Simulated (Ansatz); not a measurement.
Z-matrix (Å, degrees):
```
C
C 1 1.328
H 1 1.088 2 121.4
H 1 1.086 2 122.6 3 180.0
In 2 2.107 1 120.2 3 -180.0
H 2 1.086 1 120.5 3 0.0
Cl 5 2.315 2 127.3 1 -179.9
Cl 5 2.324 2 119.4 1 0.1
```

The species carries charge 0 and has multiplicity 1. In: def2 effective core potential.

List the CAM-B3LYP/def2-TZVPP orbital energies in eV (Ansatz 0.2.0). (Estimate.)

The calculation gave: Occupied: -2764.04, -2763.95, -279.81, -279.78, -258.79, -258.70, -197.83, -197.74, -197.72, -197.70, -197.63, -197.61, -130.35, -87.07, -86.84, -86.77, -24.86, -24.76, -24.33, -23.91, -23.86, -23.37, -23.16, -22.72, -18.15, -15.27, -14.12, -13.14, -11.28, -10.88, -10.78, -10.31, -10.16, -10.12, -9.84. Lowest empty: -1.02, -0.65, 0.96, 1.20, 1.67, 2.42, 2.71, 3.40.
